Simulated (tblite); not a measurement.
Problem. What does the GFN2-xTB structure of `N#C[SiH2][SiH2]CCl` look like in three dimensions?

Solution. 
```xyz
12
C2H6ClNSi2 angstrom
N      1.9513    2.1686   -1.2824
C      1.8260    1.2872   -0.5608
Si     1.5505   -0.1674    0.5809
Si    -0.4731   -1.1385   -0.0119
C     -1.7371    0.2647   -0.3236
Cl    -1.8076    1.2840    1.1449
H      1.6435    0.4130    1.9230
H      2.7220   -1.0222    0.3528
H     -1.0315   -1.9839    1.0484
H     -0.4435   -1.9323   -1.2490
H     -2.7472   -0.0944   -0.5044
H     -1.4522    0.9204   -1.1437
```

Orientation and origin are arbitrary. Atoms count from 1 in this order. The C–Si distances run from 1.870 Å (C2–Si3, drawn single) to 1.914 Å (Si4–C5, drawn single), a spread of 0.044 Å. Si3 (SiH2 silicon) is distorted tetrahedral (angles from 103.9° to 117.1°). Si4 (SiH2 silicon) is distorted tetrahedral (angles from 105.8° to 115.0°).

Bonds between heavy atoms (Å): N1≡C2 1.146, C2–Si3 1.870, Si3–Si4 2.321, Si4–C5 1.914, C5–Cl6 1.789.

Structure optimised with GFN2-xTB, isolated species.

Point group: C1 (no symmetry element, even within 0.4 Å). Its lowest GFN2-xTB frequency is 14 cm⁻¹, too small to tell a flat minimum from a shallow saddle. One conformer, not necessarily the lowest (C2–Si3–Si4–C5 -43°, Si3–Si4–C5–Cl6 -56°). 3 starts were optimised and ended at 0.00, 0.01 and 0.04 kcal/mol (GFN2-xTB); the lowest of these is shown.

Hardware: one thread of an AMD EPYC 9R45, shared host with 96 logical CPUs at a one-minute load of 56. Cost: 0.49 s wall. This is the geometry optimisation.

These are computed values.
